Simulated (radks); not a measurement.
Computed order of ionisation of thallium. At each step one electron was removed from each of the four highest sub-shells of the ion before, moves of one valence electron (up to charge 6) and the configuration listed by NIST were tried, and the lowest configuration was kept. All-electron calculation, scalar-relativistic Kohn-Sham, PBE, spin-polarised, spherical densities, finite nucleus; Fermi nuclear charge, rms radius of each element as measured or else 0.836 A^(1/3) + 0.57 fm. Program: a radial shooting solver on a logarithmic mesh with Libxc functionals. Open shells are filled with parallel spins first.

species  lowest configuration found  NIST configuration  margin to the next tried (eV)  IE (eV)  NIST IE (eV)       kind
Tl                         [Hg] 6p1                same                          6.265    5.319         6.108       exp.
Tl+                            [Hg]                same                          7.548   20.540        20.428       exp.
Tl2+             [Xe] 4f14 5d10 6s1                same                          8.638   30.355        29.852       exp.
Tl3+                 [Xe] 4f14 5d10                same                          9.470   51.598         51.14       exp.
Tl4+                  [Xe] 4f14 5d9                same                         12.079   66.745          62.6       exp.
Tl5+                  [Xe] 4f14 5d8                same                         14.758   82.643            80     theory
Tl6+                  [Xe] 4f14 5d7                same                         17.465   99.182            98     theory
Tl7+                  [Xe] 4f14 5d6                same                         66.243   116.27           116     theory
Tl8+                  [Xe] 4f14 5d5                same                         67.606   139.42           135     theory
Tl9+                  [Xe] 4f14 5d4                same                         63.384   158.26           158     theory
Tl10+                 [Xe] 4f14 5d3                same                         65.465   177.55           177     theory
Tl11+                 [Xe] 4f14 5d2                same                         67.675   197.26           198     theory
Tl12+                 [Xe] 4f14 5d1                same                         70.036   217.33           218  semi-emp.
Tl13+                     [Xe] 4f14                same                         72.579   313.03           307  semi-emp.

Reference values: NIST Atomic Spectra Database (exp. = measured, semi-emp. = semi-empirical, theory = theoretical value adopted there). Open shells are spherical and high-spin; term and fine-structure splittings are not resolved. Spin-orbit splitting is averaged out at the scalar-relativistic level.

Beside tabulated values, note that scalar-relativistic runs lack spin-orbit coupling.
